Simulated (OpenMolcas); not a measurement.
**V3+: CASPT2 settings compared**

```
Program             : OpenMolcas 26.06
Basis               : ANO-R3 [7s5p5d3f2g1h]
Scalar Hamiltonian  : X2C, finite nucleus
Active space        : 2 electrons in 5 orbitals (3d)
State averaging     : 2S+1 = 3 even, 10 roots; 2S+1 = 1 even, 14 roots kept (CI in the orbitals of an earlier block)
Spin-orbit coupling : state interaction with AMFI integrals over the reference wave functions, term energies averaged over their components
```

Methods on the same reference wave functions:
A. CASSCF
B. SS-CASPT2, IPEA 0.5 Eh, sigma2 regulariser 0.05 Eh (closed shells correlated: 2s 2p 3s 3p)
C. SS-CASPT2, IPEA 0.2 Eh, imaginary shift 0.4 Eh (closed shells correlated: 2s 2p 3s 3p)
D. SS-CASPT2, IPEA 0.75 Eh, sigma1 regulariser 0.5 Eh (closed shells correlated: 2s 2p 3s 3p)

Energies in cm-1 above 3d2 3F2, the measured ground level; measured values from Sugar and Corliss, J. Phys. Chem. Ref. Data 7, 1191 (1978).

```json
{"Level": "3d2 3F2", "A": "0.0", "B": "0.0", "C": "0.0", "D": "0.0", "Measured": "0.0"}
{"Level": "3d2 3F3", "A": "330", "B": "332", "C": "333", "D": "332", "Measured": "325"}
{"Level": "3d2 3F4", "A": "757", "B": "759", "C": "759", "D": "759", "Measured": "735"}
{"Level": "3d2 1D2", "A": "14066", "B": "10660", "C": "10600", "D": "10740", "Measured": "10959"}
{"Level": "3d2 3P0", "A": "16610", "B": "14000", "C": "13660", "D": "14240", "Measured": ""}
{"Level": "3d2 3P1", "A": "16717", "B": "14100", "C": "13760", "D": "14350", "Measured": "13239"}
{"Level": "3d2 3P2", "A": "16966", "B": "14340", "C": "14010", "D": "14590", "Measured": "13458"}
{"Level": "3d2 1G4", "A": "21742", "B": "18660", "C": "18740", "D": "18610", "Measured": "18391"}
```

Deviations, from unrounded energies. A percentage is the sum of absolute deviations over the sum of measured energies, with the sign that they share, or ± where signs differ.

```tsv
Against measurement	Levels	A	B	C	D
mean absolute deviation (cm-1)	6	2200	390	300	450
fine structure of the ground term (%)	2	+2.6	+3.0	+3.0	+3.0
other terms of the ground configuration (%)	4	+24.0	±4.1	±3.2	±4.8
```

C lies closest to measurement on these levels and A furthest from it. The largest miss of C in the table is 3d2 3P2, by +550 cm-1. The ranking rests on the paired levels alone, and a cruder setting can come out closer through cancelling errors.

Among B to D the level of the table that moves most is 3d2 3P0, by 580 cm-1 (lowest in C, highest in D). Moves below CASPT2's spread within the term are not significant.

The mean deviations of B to D differ by less than CASPT2's widest spread within a term (990 cm-1), so their order carries little weight.

From A to B the spin-free energies of the other terms of 3d2 shown, above 3F, scale by factors of 0.75 to 0.86, as is usual when dynamic correlation screens the repulsion within a d or f shell.

The lowest spin-free term lies below A's lowest term by 0.459 hartree in B, 0.464 hartree in C, 0.455 hartree in D.

Term energies are means over components that CASPT2 splits; among the terms shown or strongly mixed into the levels shown the widest spread is 990 cm-1 (3d2 1G, C). Terms from blocks run as CI alone lack orbitals of their own. Without dynamic correlation excited terms often stand tens of per cent too high (terms of higher spin than the ground term too low), and those without a measured partner can miss by more than the paired ones (holds for A). Computed and measured levels are paired by configuration, term and J; levels that our copy of the source lacks, or whose pairing is in doubt (as where it misses far off the trend of its configuration), stay unpaired and out of the deviations. Only configurations of the active space appear.
